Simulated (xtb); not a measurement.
H2N (SMILES [NH2-]), charge -1, singlet, from a rough starting geometry; GFN2-xTB in xtb.

The xtb input:
```
$ xtb mol.xyz --gfn 2 --chrg -1 --opt vtight --json

# file mol.xyz
3

N      0.00310741     0.36384974     0.36451117
H      0.82733630    -0.11837727    -0.16780642
H     -0.80333140    -0.18305475    -0.13210395
```

It wrote (shortened):

```
   ID    Z sym.   atoms
    1    7 N      1
    2    1 H      2, 3

           -------------------------------------------------
          |                Calculation Setup                |
           -------------------------------------------------

           -------------------------------------------------
          |                 G F N 2 - x T B                 |
           -------------------------------------------------

          ...................................................
          :                      SETUP                      :
          :.................................................:
          :  # basis functions                   6          :
          :  # atomic orbitals                   6          :
          :  # shells                            4          :
          :  # electrons                         8          :
          :  max. iterations                   250          :
          :  Hamiltonian                  GFN2-xTB          :
          :  restarted?                      false          :
          :  GBSA solvation                  false          :
          :  PC potential                    false          :
          :  electronic temp.          300.0000000     K    :
          :  accuracy                    1.0000000          :
          :  -> integral cutoff          0.2500000E+02      :
          :  -> integral neglect         0.1000000E-07      :
          :  -> SCF convergence          0.1000000E-05 Eh   :
          :  -> wf. convergence          0.1000000E-03 e    :
          :  Broyden damping             0.4000000          :
          :  net charge                         -1          :
          :  unpaired electrons                  0          :
          ...................................................

 iter      E             dE          RMSdq      gap      omega  full diag
   1     -4.0052444 -0.400524E+01  0.517E+00    8.30       0.0  T
   2     -4.0194037 -0.141593E-01  0.190E+00    8.83       1.0  T
   3     -4.0196826 -0.278900E-03  0.753E-01    8.88       1.0  T
   4     -4.0196893 -0.673222E-05  0.284E-02    8.82       2.0  T
   5     -4.0196897 -0.430912E-06  0.139E-02    8.81       4.2  T
   6     -4.0196898 -0.974759E-07  0.135E-03    8.81      42.8  T
   7     -4.0196898 -0.932991E-09  0.428E-04    8.81     134.9  T
   8     -4.0196898 -0.133387E-09  0.237E-06    8.81   24379.8  T

   *** convergence criteria satisfied after 8 iterations ***

[...]
         :: total energy              -4.001099558106 Eh    ::
 * total energy  :    -4.0010996 Eh     change       -0.2664535E-14 Eh
 * total energy  :    -4.0027893 Eh     change       -0.1689792E-02 Eh
 * total energy  :    -4.0031390 Eh     change       -0.3496878E-03 Eh
 * total energy  :    -4.0031758 Eh     change       -0.3672530E-04 Eh
 * total energy  :    -4.0031759 Eh     change       -0.1443162E-06 Eh
 * total energy  :    -4.0031759 Eh     change       -0.4077830E-07 Eh
   *** GEOMETRY OPTIMIZATION CONVERGED AFTER 6 ITERATIONS ***
         :: total energy              -4.003175948072 Eh    ::
[...]
         2        2.0000           -0.1486822              -4.0458
         3        2.0000           -0.0402895              -1.0963
         4        2.0000            0.0372976               1.0149 (HOMO)
         5                          0.4002186              10.8905 (LUMO)
         6                          0.4705824              12.8052
      -------------------------------------------------------------
                  HL-Gap            0.3629210 Eh            9.8756 eV
             Fermi-level            0.2187581 Eh            5.9527 eV

     #   Z          covCN         q      C6AA      α(0)
     1   7 N        1.713    -0.810    45.976    10.028
     2   1 H        0.857    -0.095     5.430     3.651
     3   1 H        0.857    -0.095     5.430     3.651

 Mol. C6AA /au·bohr⁶  :        130.509234
 Mol. C8AA /au·bohr⁸  :       2302.584860
 Mol. α(0) /au        :         17.329215

Wiberg/Mayer (AO) data.
largest (>0.10) Wiberg bond orders for each atom

 ---------------------------------------------------------------------------
     #   Z sym  total        # sym  WBO       # sym  WBO       # sym  WBO
 ---------------------------------------------------------------------------
     1   7 N    1.981 --     3 H    0.990     2 H    0.990
     2   1 H    0.991 --     1 N    0.990
     3   1 H    0.991 --     1 N    0.990
 ---------------------------------------------------------------------------

Topologies differ in total number of bonds
Writing topology from bond orders to xtbtopo.mol

molecular dipole:
                 x           y           z       tot (Debye)
 q only:       -0.010      -0.466      -0.467
   full:       -0.003      -0.812      -0.814       2.922
molecular quadrupole (traceless):
                xx          xy          yy          xz          yz          zz
 q only:       -0.105      -0.030       0.053       0.011      -0.511       0.052
  q+dip:        0.454      -0.015      -0.225      -0.001      -0.904      -0.228
   full:        0.912       0.018      -0.454      -0.026      -0.649      -0.458

optimized geometry written to: xtbopt.xyz

           -------------------------------------------------
          | TOTAL ENERGY               -4.003175948072 Eh   |
          | GRADIENT NORM               0.000000537720 Eh/α |
          | HOMO-LUMO GAP               9.875582476988 eV   |
           -------------------------------------------------

normal termination of xtb
```
